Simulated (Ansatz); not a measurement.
`S[Si](Cl)(Cl)Cl` + H₂S → `S[Si](S)(Cl)Cl` + HCl  (ligand exchange at the Si–Cl bond)

Computed with Ansatz on PBE0-D4/def2-TZVP structures; ΔE is electronic, products minus reactants. CBS: MP2 limit from def2 TZ/QZ plus the TZ coupled-cluster correction, frozen cores. This one scheme is used for every species. Functionals use def2-TZVPP. B3LYP here is the variant with VWN-RPA as its local correlation; programs differ in this. Each species was taken in one conformer, which may not be the lowest.

```csv
level,ΔE (kJ/mol),difference from CCSD(T)/CBS
PBE0-D4,29.2,-2.6
B3LYP-D4,32.4,0.6
B2PLYP,34.6,2.8
r2SCAN,32.9,1.1
B3LYP,35.7,3.9
SCS-MP2/def2-TZVPP,33.6,1.8
HF/def2-QZVPP,42.5,10.7
MP2/def2-QZVPP,31.8,0.0
HF/CBS(def2),42.5,10.7
CCSD/CBS(def2),33.5,1.7
CCSD(T)/CBS,31.8,0
```

Largest T1 diagnostic among the species: 0.010.

In def2-TZVPP, CCSD(T) changes the Hartree–Fock value by −10.1 kJ/mol (the triples alone add −1.7 kJ/mol) and MP2 by −10.3 kJ/mol. The D4 term adds −3.3 kJ/mol with B3LYP and −1.9 kJ/mol with PBE0; it sums over pairs of atoms, weighted by their polarisabilities, and B3LYP, whose exchange is more repulsive, gets the larger term.
